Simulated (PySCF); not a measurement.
C₂H₅O, doublet, geometry from GFN2-xTB; MN15/STO-3G (PySCF).

Input for PySCF:
```python
from pyscf import gto, scf, dft

mol = gto.M(
    atom='''
C    -1.22003785   -0.15018634    0.22165959
C     0.18174770    0.29955908    0.36369331
O     1.07789729   -0.19148884   -0.56006942
H    -1.71996174   -0.14101452    1.18910887
H    -1.79804751    0.49294177   -0.45494149
H    -1.23390671   -1.15812005   -0.18589083
H     0.41541138    1.23769409    0.84206121
H     1.94306715    0.20417300   -0.42189986
''',
    basis='sto-3g',
    spin=1,
    verbose=4,
)

mf = dft.UKS(mol)
mf.xc = 'mn15'
mf.grids.atom_grid = (150, 974)
mf.kernel()
```

Task: Predict the main parts of the log of this PySCF run.

Result: 
```
PySCF version 2.14.0

[INPUT] verbose = 4
[INPUT] num. atoms = 8
[INPUT] num. electrons = 25
[INPUT] charge = 0
[INPUT] spin (= nelec alpha-beta = 2S) = 1
[INPUT] symmetry False subgroup None
[INPUT] Mole.unit = angstrom
[INPUT] Symbol           X                Y                Z      unit          X                Y                Z       unit  Magmom
[INPUT]  1 C     -1.220037850000  -0.150186340000   0.221659590000 AA   -2.305537398103  -0.283811050251   0.418875917983 Bohr   0.0
[INPUT]  2 C      0.181747700000   0.299559080000   0.363693310000 AA    0.343453376770   0.566084619327   0.687280749237 Bohr   0.0
[INPUT]  3 O      1.077897290000  -0.191488840000  -0.560069420000 AA    2.036930668511  -0.361861463511  -1.058377814544 Bohr   0.0
[INPUT]  4 H     -1.719961740000  -0.141014520000   1.189108870000 AA   -3.250256633330  -0.266478822387   2.247090096591 Bohr   0.0
[INPUT]  5 H     -1.798047510000   0.492941770000  -0.454941490000 AA   -3.397817352856   0.931524940658  -0.859714818802 Bohr   0.0
[INPUT]  6 H     -1.233906710000  -1.158120050000  -0.185890830000 AA   -2.331745745163  -2.188529713868  -0.351282757768 Bohr   0.0
[INPUT]  7 H      0.415411380000   1.237694090000   0.842061210000 AA    0.785013737228   2.338902856093   1.591265067020 Bohr   0.0
[INPUT]  8 H      1.943067150000   0.204173000000  -0.421899860000 AA    3.671864755139   0.385831052031  -0.797275187392 Bohr   0.0

nuclear repulsion = 74.9120214346933
number of shells = 14
number of NR pGTOs = 60
number of NR cGTOs = 20
basis = sto-3g
ecp = {}

******** <class 'pyscf.dft.uks.UKS'> ********
method = UKS
initial guess = minao
damping factor = 0
level_shift factor = 0
DIIS = <class 'pyscf.scf.diis.CDIIS'>
diis_start_cycle = 1
diis_space = 8
diis_damp = 0
SCF conv_tol = 1e-09
SCF conv_tol_grad = None
SCF max_cycles = 50
direct_scf = True
direct_scf_tol = 1e-13
number electrons alpha = 13  beta = 12
XC library pyscf.dft.libxc version 7.1.2
    S. Lehtola, C. Steigemann, M. J. T. Oliveira, and M. A. L. Marques,  SoftwareX 7, 1–5 (2018)
XC functionals = mn15
    H. S. Yu, X. He, S. L. Li, and D. G. Truhlar,  Chem. Sci. 7, 5032–5051 (2016)
    H. S. Yu, X. He, S. L. Li, and D. G. Truhlar,  Chem. Sci. 7, 5032–5051 (2016)
radial grids:
    Treutler-Ahlrichs [JCP 102, 346 (1995); DOI:10.1063/1.469408] (M4) radial grids

becke partition: Becke, JCP 88, 2547 (1988); DOI:10.1063/1.454033
pruning grids: <function nwchem_prune>
grids dens level: 3
symmetrized grids: False
atomic radii adjust function: <function treutler_atomic_radii_adjust>
User specified grid scheme (150, 974)
small_rho_cutoff = 0
Set gradient conv threshold to 3.16228e-05
tot grids = 649560
init E= -151.809296863356

cycle= 1 E= -151.480820192981  delta_E= 0.328  |g|= 0.269  |ddm|= 2.42
cycle= 2 E= -151.495399934218  delta_E= -0.0146  |g|= 0.256  |ddm|= 0.671
cycle= 3 E= -151.533536782405  delta_E= -0.0381  |g|= 0.0256  |ddm|= 0.318
cycle= 4 E= -151.533997884025  delta_E= -0.000461  |g|= 0.00607  |ddm|= 0.0438
cycle= 5 E= -151.534034861061  delta_E= -3.7e-05  |g|= 0.00141  |ddm|= 0.0121
cycle= 6 E= -151.534037133367  delta_E= -2.27e-06  |g|= 0.000642  |ddm|= 0.00325
cycle= 7 E= -151.534037536476  delta_E= -4.03e-07  |g|= 0.000147  |ddm|= 0.00133
cycle= 8 E= -151.534037564243  delta_E= -2.78e-08  |g|= 2.23e-05  |ddm|= 0.000404
cycle= 9 E= -151.534037565131  delta_E= -8.89e-10  |g|= 3.81e-06  |ddm|= 7.68e-05
Extra cycle  E= -151.534037565151  delta_E= -1.94e-11  |g|= 1.68e-06  |ddm|= 8.94e-06
converged SCF energy = -151.534037565151  <S^2> = 0.75285839  2S+1 = 2.0028564
```
